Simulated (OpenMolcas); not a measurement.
# Cu6+: effect of the IPEA shift

```
Program             : OpenMolcas
Basis               : ANO-RCC-VTZP [6s5p3d2f1g]
Scalar Hamiltonian  : DKH2, point nucleus
Active space        : 5 electrons in 5 orbitals (3d)
State averaging     : 2S+1 = 6 even, 1 root; 2S+1 = 4 even, 24 roots; 2S+1 = 2 even, 75 roots
Spin-orbit coupling : state interaction with AMFI integrals over the reference wave functions, term energies averaged over their components
```

Methods on the same reference wave functions:
A. CASSCF
B. MS-CASPT2, IPEA 0 Eh, imaginary shift 0.1 Eh (closed shells correlated: 3s 3p)
C. MS-CASPT2, IPEA 0.25 Eh, imaginary shift 0.1 Eh (closed shells correlated: 3s 3p)

Energies in cm⁻¹ above 3d⁵ ⁶S_5/2, the measured ground level; measured values from the list in Gamrath, thesis, University of Mons (2023).

| Level | A | B | C | Measured |
| --- | --- | --- | --- | --- |
| 3d⁵ ⁶S_5/2 | 0.0 | 0.0 | 0.0 | 0.0 |
| 3d⁵ ⁴G_5/2 | 51243 | 47680 | 47750 |  |
| 3d⁵ ⁴G_7/2 | 51352 | 47810 | 47880 |  |
| 3d⁵ ⁴G_11/2 | 51381 | 47850 | 47920 |  |
| 3d⁵ ⁴G_9/2 | 51417 | 47890 | 47950 |  |
| 3d⁵ ⁴P_5/2 | 58674 | 52190 | 52390 | 50732 |
| 3d⁵ ⁴P_3/2 | 58965 | 52500 | 52690 | 51067 |
| 3d⁵ ⁴P_1/2 | 59320 | 52860 | 53060 | 51407 |
| 3d⁵ ⁴D_7/2 | 63680 | 57100 | 57220 | 55742 |
| 3d⁵ ⁴D_1/2 | 64032 | 57460 | 57580 | 56210 |
| 3d⁵ ⁴D_3/2 | 64304 | 57740 | 57860 | 56428 |
| 3d⁵ ⁴D_5/2 | 64355 | 57780 | 57910 | 56427 |
| 3d⁵ ²I_11/2 | 73111 | 69680 | 69890 | 67757 |
| 3d⁵ ²I_13/2 | 73372 | 69990 | 70200 | 67918 |
| 3d⁵ ²D_5/2(1) [61 %] | 81316 | 72750 | 73230 |  |
| 3d⁵ ²D_3/2(1) | 82848 | 74130 | 74590 | 72227 |
| 3d⁵ ²F_7/2(1) | 84849 | 76720 | 77170 | 74408 |
| 3d⁵ ⁴F_9/2 | 85723 | 77990 | 78160 | 75930 |
| 3d⁵ ⁴F_5/2 [72 %] | 85928 | 78090 | 78320 | 76019 |
| 3d⁵ ⁴F_7/2 | 86038 | 78280 | 78460 | 76349 |
| 3d⁵ ⁴F_3/2 | 86714 | 78850 | 79040 | 76886 |
| 3d⁵ ²H_9/2 [67 %] | 89638 | 82940 | 83310 | 80717 |
| 3d⁵ ²H_11/2 | 90573 | 84340 | 84710 | 81954 |
| 3d⁵ ²G_7/2(1) | 92894 | 84820 | 85210 | 82746 |

Deviations, from unrounded energies. A percentage is the sum of absolute deviations over the sum of measured energies, with the sign that they share, or ± where signs differ.

```
                        Against measurement  Levels      A     B     C
             mean absolute deviation (cm-1)      18   8600  1800  2000
other terms of the ground configuration (%)      18  +12.7  +2.7  +3.0
```

B lies closest to measurement on these levels and A furthest from it. The largest miss of B in the table is 3d⁵ ²H_11/2, by +2400 cm-1. The ranking rests on the paired levels alone, and a cruder setting can come out closer through cancelling errors.

Between B and C the level of the table that moves most is 3d⁵ ²D_5/2(1) [61 %], by 480 cm-1 (lowest in B, highest in C). Moves below CASPT2's spread within the term are not significant.

The mean deviations of B to C differ by less than CASPT2's widest spread within a term (410 cm-1), so their order carries little weight.

From A to B the spin-free energies of the other terms of 3d⁵ shown, above ⁶S, scale by factors of 0.89 to 0.95, as is usual when dynamic correlation screens the repulsion within a d or f shell.

The lowest spin-free term lies below A's lowest term by 0.398 hartree in B, 0.392 hartree in C.

CASPT2 does not keep the components of a term degenerate, so their means are used; among the terms shown or strongly mixed into the levels shown the widest spread is 410 cm-1 (3d⁵ ⁴F, C). Without dynamic correlation excited terms often stand tens of per cent too high (terms of higher spin than the ground term too low), and those without a measured partner can miss by more than the paired ones (holds for A). Some levels mix across a computed gap that differs much from the measured one, so their mixing is not that of the real levels (holds for A; C). Blocks of more than 70 roots (2S+1 = 2 even) ran without multistate coupling (holds for B; C). Measured partners are found by configuration, term and J. A level has none where our copy of the source lacks it or the pairing is in doubt (some pairs that miss far off the trend of their configuration count as doubtful), and it then counts in no deviation. Levels of configurations outside the active space are missing. The table leaves out levels that lie high or whose names do not pair safely across all columns.

A share in square brackets marks a mixed level and gives the weight of the term that names it, the lowest over the columns. A number in round brackets counts repeated terms of one configuration in the order of the reference energies.
